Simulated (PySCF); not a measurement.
# Nb²⁺: excitation energy

Nb²⁺ [Kr] 4d3 (4F) → Nb²⁺ [Kr] 4d2 5p1 (high-spin determinant), as a difference of total energies. Computed with PySCF 2.14 in x2c-TZVPPall with one added diffuse shell each of s, p, d, f type (9s7p7d3f1g, 95 functions), with scalar relativity by spin-free X2C-1e. Correlated levels: valence and next inner shell: [Ar] 3d10 frozen. The calculations carry no spin-orbit coupling.

```
                                method  excitation energy (eV)
                                   UHF                   7.967
    MP2 (valence and next inner shell)                   8.200
SCS-MP2 (valence and next inner shell)                   8.148
   CCSD (valence and next inner shell)                   8.139
CCSD(T) (valence and next inner shell)                   8.120
```

How much does correlation contribute at CCSD(T) (valence and next inner shell)?

8.120 − (7.967) = 0.153 eV, measured against UHF.

A first-order spin-orbit estimate (lowest level to lowest level, LS coupling) adds -0.096 eV.

The determinant of the upper state mixes LS terms, which raises its energy above the lowest term, most at the Hartree-Fock and MP2 levels.
